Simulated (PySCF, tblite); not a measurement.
Isomers of C5H12N2OSi. Computed values, GFN2-xTB/tblite, gas phase, harmonic and unscaled. Against measured fundamentals such values can be off by several per cent, at times by over 20. Modes of hydrogen on silicon can be 10 to 20 % off. One conformer each.

Electronic energies: PBE0/pcSseg-1 single points on the GFN2-xTB geometries (PySCF, gas phase).

| SMILES | electronic energy, lowest = 0 (kcal/mol) |
| --- | --- |
| C=C([SiH2]N)C(=O)CCN | 7.8 |
| CO[C@@](C)(CC#N)[SiH2]N | 15.2 |
| [H]/N=C\CN(C)[Si@H](O)C=C | 0.0 |

Task: How do GFN2-xTB zero-point energies change the relative energies?

Result: 
```tsv
SMILES	ZPE (kcal/mol)	of it from modes above 1550 cm⁻¹	electronic (kcal/mol)	with ZPE, lowest = 0 (kcal/mol)	lowest mode (cm⁻¹)	rings
[H]/N=C\CN(C)[Si@H](O)C=C	103.8	56.5	0.0	0.0	29	0
C=C([SiH2]N)C(=O)CCN	103.1	58.7	7.8	7.1	10i	0
CO[C@@](C)(CC#N)[SiH2]N	102.8	53.9	15.2	14.2	47	0
```

The zero-point energies span 1.0 kcal/mol, from `CO[C@@](C)(CC#N)[SiH2]N` to `[H]/N=C\CN(C)[Si@H](O)C=C`. Slightly imaginary modes are left out of the zero-point energy: `C=C([SiH2]N)C(=O)CCN` 10.3i cm⁻¹. The order is unchanged.

Task: And how do the electronic energies of GFN2-xTB itself compare?

Result: `[H]/N=C\CN(C)[Si@H](O)C=C` 0.0; `C=C([SiH2]N)C(=O)CCN` 22.1; `CO[C@@](C)(CC#N)[SiH2]N` 13.4 kcal/mol, lowest = 0. Against the energies above, taken from the same isomer `[H]/N=C\CN(C)[Si@H](O)C=C`, the largest difference is 14.3 kcal/mol.
